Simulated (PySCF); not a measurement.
# Pt+: interval between two levels

Pt+ [Xe] 4f14 5d9 [2D5/2, M_J = 5/2] → Pt+ [Xe] 4f14 5d8 6p1 [4G11/2, M_J = 11/2], as a difference of total energies. Calculation: PySCF 2.14, in x2c-TZVPall-2c; the two-component X2C-1e Hamiltonian. Correlated levels: [Kr] 4d10 4f14 frozen; the 34 highest virtual spinors dropped. "Screened" scales the spin-orbit matrix elements by Boettger's factors to mimic the two-electron term; Breit and QED terms are absent.

| method | interval between two levels (cm⁻¹) |
| --- | --- |
| GHF (screened spin-orbit) | 52253 |
| GMP2 (screened spin-orbit) | 59407 |

The labels give the starting determinants; with spin-orbit coupling the two ends relaxed to ⟨J²⟩ = 10.49, ⟨L²⟩ = 7.06, ⟨S²⟩ = 1.23 and ⟨J²⟩ = 35.85, ⟨L²⟩ = 20.57, ⟨S²⟩ = 3.84.

The determinant of the lower state mixes levels of different J (the jj label is only the starting occupation), so the difference between spin-free and spin-orbit rows is not the physical spin-orbit shift.
